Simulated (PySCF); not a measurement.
Computed IR spectrum (relative IR intensity) of a molecule CH₇ClOSi₂. Geometry: ωB97X-D3(BJ)/def2-SVP. Other conformers were not sampled. These are ωB97X-D3(BJ)/def2-SVP in PySCF values and carry that method's errors. Frequencies are harmonic and unscaled.

Lines under 2 % of the strongest are left out, and lines within 2 cm⁻¹ are merged.

```csv
ν (cm⁻¹),relative intensity
234,7.1
321,43
426,5.4
468,3.7
561,46
613,14
680,12
718,26
756,52
835,100
858,20
888,40
895,31
946,49
948,3.2
1284,6.2
1445,2.7
2237,40
2246,37
2248,54
3919,45
```

**Question.** Identify the compound among the candidates.
A) C[SiH2][Si@@H](O)Cl
B) C[Si@@H](O)[SiH2]Cl
C) CO[SiH2][SiH2]Cl
D) [SiH3]OC[SiH2]Cl

**Answer.** A, C[SiH2][Si@@H](O)Cl
